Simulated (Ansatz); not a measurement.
Reactions of C₄H₆F₄ (`FCC(F)CC(F)F`).

Gas-phase electronic energies from Ansatz, PBE0-D4/def2-TZVP geometries. CCSD(T)/CBS is the MP2 limit (def2-TZVPP, def2-QZVPP) plus CCSD(T) − MP2 in def2-TZVPP, frozen cores. This one scheme is used for every species. def2 core potentials past Kr. For I outer-core shells are correlated without core-valence functions, which leaves a few kJ/mol of doubt a bond. Each species was taken in one conformer, which may not be the lowest.

Question: Order these by ΔE at CCSD(T)/CBS, lowest first. (An estimate is asked.)
A. `FCC(F)CC(F)F` + HI → `FCC(F)I` + `CC(F)F`
B. `FCC(F)CC(F)F` + H₂O → `OC(F)F` + `CC(F)CF`
C. `FCC(F)CC(F)F` + H–F → `FCC(F)F` + `CC(F)F`
D. `FCC(F)CC(F)F` + H₂ → `CC(F)F` + `FCCF`

Answer: D (-0.50 eV), B (0.00 eV), A (+0.14 eV), C (+0.24 eV).

Largest T1 diagnostic: 0.012, for `OC(F)F`.
